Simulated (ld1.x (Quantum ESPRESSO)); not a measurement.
## Ranking ultrasoft potentials for Ga

All share these settings but for the change named:

- Element: Ga
- Generator: ld1.x (Quantum ESPRESSO) 7.5
- Type: ultrasoft
- Functional: PBEsol
- Relativity: scalar-relativistic
- Frozen core: [Ar] 3d10
- Valence charge: 3
- Reference configuration: 4s2 4p0.75 (charge +0.25)
- Partial waves: 4s (bound): rcut 1.50, rcutus 1.80 bohr; 4s channel at -0.45 Ry: rcut 1.50, rcutus 1.80 bohr; 4p (bound): rcut 2.35, rcutus 2.80 bohr; 4p channel at 0.8 Ry: rcut 2.35, rcutus 2.80 bohr
- Local potential: all-electron potential smoothed inside 2.20 bohr (lloc = -2)
- Core correction: a·sin(br)/r model core, default radius (core density twice the valence density)
- Augmentation charge: built from norm-conserving waves at rcut, not smoothed further

Cutoff: the first of the cutoffs (Ry, on a coarse ladder) from which the occupation-weighted sum of valence levels, in a spherical-Bessel basis at the reference potential, stays within 10 and 1 mRy of its value at 400 Ry; the density cutoff is not measured.

The base gives 8 Ry.

Of 7 variants that were run, those that failed, showed a ghost or another fault, or gave nearly equal values are left out.

A variant can come out equal or close to the base.

Q: Rank these variants from softest to hardest (loose cutoff).
A. waves 4s (bound): rcut 1.50, rcutus 1.66 bohr; 4s channel at -0.45 Ry: rcut 1.50, rcutus 1.66 bohr
B. waves 4s (bound): rcut 1.50, rcutus 2.22 bohr; 4s channel at -0.45 Ry: rcut 1.50, rcutus 2.22 bohr
C. waves 4s (bound): rcut 1.50, rcutus 1.88 bohr; 4s channel at -0.45 Ry: rcut 1.50, rcutus 1.88 bohr

A: B (6 Ry), C (8 Ry), A (12 Ry).
